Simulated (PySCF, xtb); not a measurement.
C₂V, SMILES [V]1[C][C]1 (connectivity only; charge and spin as stated), neutral, multiplicity 4.

Harmonic wavenumbers (cm⁻¹) from GFN2-xTB run with xtb at its own minimum, in rising order: 333, 695, 1678.

Q: What does B3LYP-D3(BJ)/def2-TZVP (PySCF) give at its own minimum? (An estimate is asked for; the answer gives what the named calculation found.)

A: 373, 575, 1693. Paired by order, the mean absolute difference is 59 cm⁻¹ and the zero-point energies are 3.9 and 3.8 kcal/mol.
